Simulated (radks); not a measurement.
Effect of the nuclear size on neutral xenon, [Xe]. All-electron calculation, Dirac Kohn-Sham, PBE, spin-unpolarised, spherical densities, finite nucleus; Fermi nuclear charge, rms radius 4.7859 fm. Program: a radial shooting solver on a logarithmic mesh with Libxc functionals. The rms radius is varied about that value; shifts are against it.

| rms radius (fm) | total energy shift (eV) | density at nucleus (e/bohr^3) | 1s1/2 shift (meV) | 2s1/2 shift (meV) | 4s1/2 shift (meV) | 4p1/2 shift (meV) | 5s1/2 shift (meV) | 5p1/2 shift (meV) | 5p3/2 shift (meV) |
|---|---|---|---|---|---|---|---|---|---|
| 4.0919 | -1.80 | 2.793e+05 | -751 | -88.9 | -3.72 | 0.258 | -0.501 | 0.042 | 0.048 |
| 4.336 | -1.19 | 2.764e+05 | -498 | -58.9 | -2.47 | 0.171 | -0.332 | 0.028 | 0.032 |
| 4.7859 | 0 | 2.716e+05 | 0.000 | 0.000 | 0.000 | 0.000 | 0.000 | 0.000 | 0.000 |
| 5.0539 | 0.756 | 2.69e+05 | 316 | 37.4 | 1.56 | -0.109 | 0.211 | -0.018 | -0.020 |
| 5.9106 | 3.40 | 2.615e+05 | 1420 | 168 | 7.03 | -0.488 | 0.947 | -0.080 | -0.090 |

Slopes of the eigenvalues against <r^2> in GHz/fm^2, as finite differences over the two radii next to the reference (eigenvalue slopes, not the field-shift constants of lines): 1s1/2 29200, 2s1/2 3450, 4s1/2 145, 4p1/2 -10.0, 5s1/2 19.5, 5p1/2 -1.64, 5p3/2 -1.86.
